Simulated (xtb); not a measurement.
xtb input:

```bash
xtb mol.xyz --gfn 1 --sp --chrg 0 --uhf 0
```
mol.xyz:
```
4

Br    -0.15872360     2.23261180    -0.00577811
Al     0.00000000     0.00000000     0.00000000
Br     2.01021759    -0.97877351     0.10396956
Br    -1.85149399    -1.25383829    -0.09819145
```

Task: Predict the final energy.

Result: -13.13874 Eh (GFN1-xTB).
